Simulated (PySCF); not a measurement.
## Dipole response of P⁻ (phosphorus, charge -1)

[Ne] 3s2 3p4, high-spin 3P determinant. All numbers are calculated (PySCF 2.14, the spin-free X2C one-electron Hamiltonian (Gaussian nucleus), in aug-cc-pVTZ-DK). Coupled (time-dependent) response in atomic units; α is the mean over directions.

```csv
method,mean α (bohr³),"α xx, yy, zz",C₆ (like pair),S(−4)
UHF,63.25,"51.43, 86.90, 51.43",733.6,1664
```

S(−4) is the Cauchy moment in α(ω) = α(0) + S(−4) ω² + …

α(iu) at UHF:

```tsv
u (hartree)	α(iu) (bohr³)
0	63.25
0.0500	59.56
0.100	51.85
0.200	36.90
0.300	26.21
0.500	14.28
0.750	7.801
1.00	4.843
1.50	2.369
2.00	1.403
3.00	0.6668
5.00	0.2627
```

For an ion, C₆ is the dispersion term alone; charge-induced terms of lower order in 1/R come first.

The components differ because the open shell of this determinant is not spherical; for a pure term their mean is the scalar polarisability.
